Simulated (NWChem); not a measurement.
Species: AlClF₂; SMILES [Al]([Cl])([F])[F]

```xyz
4

Al     0.0000     0.0000     0.4211
F      0.0000    -1.4183     1.2575
F      0.0000     1.4183     1.2575
Cl     0.0000     0.0000    -1.6454
```
Atoms are numbered in this order, from 1.

Level: PBE0/def2-SVP (NWChem), optimised geometry, unscaled harmonic frequencies. 

**Question.** List the harmonic frequencies with IR intensities, and the thermochemistry.

**Answer.** 
| frequency (cm⁻¹) | IR intensity (km/mol) |
|---|---|
| 188 | 15.2 |
| 235 | 34.6 |
| 264 | 101.0 |
| 519 | 40.7 |
| 853 | 162.3 |
| 981 | 128.8 |

| Quantity | Result |
|---|---|
| zero-point energy | 4.3 kcal/mol |
| thermal correction to the enthalpy at 298.15 K (with zero-point energy) | 7.9 kcal/mol |
| heat capacity Cv | 13.5 cal/(mol K) |
| entropy at 298.15 K and 1 atm (symmetry number 2) | 71.3 cal/(mol K) |
| dipole moment | 0.43 D |

Rigid rotor and harmonic oscillator.
